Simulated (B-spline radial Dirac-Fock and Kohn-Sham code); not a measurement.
**Photoionisation of sulfur ions at Ag Kα (22162.9 eV)**

Calculated with an atomic code on a B-spline grid, using a relativistic central-field model (Hartree-Slater potential of the initial state, Latter tail, multipole expansion of the photon field, Dirac-Fock thresholds). Cross sections in kb; a dash marks an empty subshell or a threshold above the photon energy.

| ion | configuration | total | 1s | 2s | 2p1/2 | 3s | 3p1/2 |
| --- | --- | --- | --- | --- | --- | --- | --- |
| S³⁺ | [Ne] 3s2 3p1 | 0.2467 | 0.227 | 0.0164 | 0.000513 | 0.00212 | 1.03e-05 |
| S⁴⁺ | [Ne] 3s2 | 0.2470 | 0.227 | 0.0165 | 0.000516 | 0.00232 | – |
| S¹¹⁺ | [He] 2s2 2p1 | 0.2504 | 0.229 | 0.0214 | 0.000125 | – | – |
| S¹⁴⁺ | 1s2 | 0.2351 | 0.235 | – | – | – | – |
| S¹⁵⁺ | 1s1 | 0.1185 | 0.118 | – | – | – | – |
